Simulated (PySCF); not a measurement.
F₂H₅NSi₂, SMILES F[SiH](F)N[SiH3]. Atoms are numbered in the order given.

```xyz
10

Si     2.0747    -0.0835     0.8805
N      0.6465    -0.5316    -0.0371
Si    -0.8390     0.3042    -0.1756
F     -1.1591     0.6806    -1.7183
F     -2.0792    -0.6428     0.2588
H      2.4131    -1.1196     1.8941
H      1.7601     1.1994     1.5591
H      3.2562     0.0941    -0.0072
H      0.7132    -1.4058    -0.5627
H     -0.8242     1.5232     0.6430
```

Geometry optimised at TPSSh-D3(BJ)/def2-SVP. This is a generated structure with no PubChem entry under its InChIKey; it may be hypothetical. One conformer was computed; it need not be the lowest.

Calculation: PBE/pcSseg-1 in PySCF.

GIAO shieldings, no solvent; atoms listed in one row are averaged. δ = σ(ref) − σ: ²⁹Si against TMS (σ = 335.4 ppm); ¹⁵N against NH3 (σ = 267.0 ppm); ¹⁹F against CFCl3 (σ = 133.6 ppm); ¹H against TMS (σ = 31.49 ppm), references at their B3LYP-D3(BJ)/def2-TZVP geometries, non-relativistic.

Computed chemical shifts:
```tsv
nucleus	atoms	count	δ (ppm)
²⁹Si	Si3	1	-35.3
²⁹Si	Si1	1	-58.3
¹⁵N	N2	1	39.1
¹⁹F	F4	1	-161.1
¹⁹F	F5	1	-162.7
¹H	H6, H7, H8	3	5.04
¹H	H10	1	4.92
¹H	H9	1	1.00
```
